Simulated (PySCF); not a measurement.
NMR data simulated for an unnamed compound:

1H NMR (400 MHz, computed): δ 2.85 (s, 12H).

13C{1H} NMR (computed): δ 169.0 (C), 40.5 (CH3).

[PySCF 2.14.0 with density-fitted response routines: PBE0/pcSseg-1 with gauge-including orbitals; GFN2-xTB structure; no solvent; one averaged value for each set of equivalent atoms; single conformer; non-relativistic]

References, each an isolated molecule treated in the same way: TMS for 1H (σ = 31.72 ppm) and 13C (σ = 186.93 ppm).

Problem. Which of these does the molecule contain: an N-methyl group, a C≡C triple bond, a carboxylic acid, a (CH3)2CH unit?

Solution. 
- An N-methyl group: yes (δC 40.5; δH 2.85 (s)).
- A C≡C triple bond: no.
- A carboxylic acid: no.
- A (CH3)2CH unit: no.

The data belong to SMILES CN(C)C(=O)N(C)C, C₅H₁₂N₂O; they needn't prove each group on their own.

Carbon signals by region: 1 in the far downfield region (above 160 ppm), 1 below 50 ppm. Above 160 ppm: 169.0, urea carbonyl carbon.

Shifts are as computed. Against solution values, carbons near 30 ppm lie about +3 ppm off and those near 130 ppm about +5 ppm. Of 1211 compounds with measured shifts, 218 miss one by over three times the rms of a fit or turn the order of signals round; such compounds aren't used in these exercises.
